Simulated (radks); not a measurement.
Species: H-. Configuration: [He].

All-electron calculation, non-relativistic Kohn-Sham, r2SCAN, spin-unpolarised, spherical densities, point nucleus; meta-GGA in the generalised Kohn-Sham scheme; Watson sphere of charge +1 and radius 2.33 bohr. Program: a radial shooting solver on a logarithmic mesh with Libxc functionals.

Energy parts (eV; the electron-nucleus part includes the sphere):
total: -35.261
kinetic: 17.980
electron-nucleus: -65.844
Hartree: 27.086
exchange-correlation: -14.483

Orbitals (lengths in bohr, moments of r in powers of bohr; <r^-3> diverges for s and p1/2; r(90%) holds 90 % of the orbital's charge):
[
 {"orbital": "1s", "occ.": "2", "eigenvalue (eV)": "-6.4501", "r(90%)": "3.34", "<r^-3>": "-", "<1/r>": "0.8110", "<r>": "1.884"}
]

The highest occupied level is 1s at -6.450 eV. Summed over all electrons, <r^2> = 9.468 bohr^2, which gives a Langevin (diamagnetic) susceptibility term of -7.5 x 10^-6 cm^3/mol.
